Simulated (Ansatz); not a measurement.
Mulliken charges of `OC(O)Br` from PBE/def2-TZVPP in Ansatz (PBE0-D4/def2-TZVP geometry).

```tsv
atom	x (Å)	y (Å)	z (Å)	charge (e)
O1	-0.601	0.776	0.727	-0.249
C2	-0.130	-0.318	0.062	0.130
O3	1.123	-0.134	-0.487	-0.252
Br4	-1.284	-0.812	-1.457	-0.147
H5	-0.588	1.528	0.122	0.199
H6	-0.188	-1.164	0.747	0.127
H7	1.729	0.056	0.240	0.192
```

Problem. By hand: the dipole of these point charges (1 e Å = 4.8032 D).

Solution. Σ q r = (0.230, 0.086, 0.329) e Å, of length 0.411 e Å = 1.97 D.

Problem. How does the dipole of the full density compare? (An estimate is asked.)

Solution. The calculation gave: (0.314, 0.212, 0.333) e Å, 2.42 D; the point charges give 0.81 times that, at 15° from its direction.

Point charges leave out the atoms' own dipoles, such as those of lone pairs, and Mulliken's split depends on the basis, so the two needn't agree.
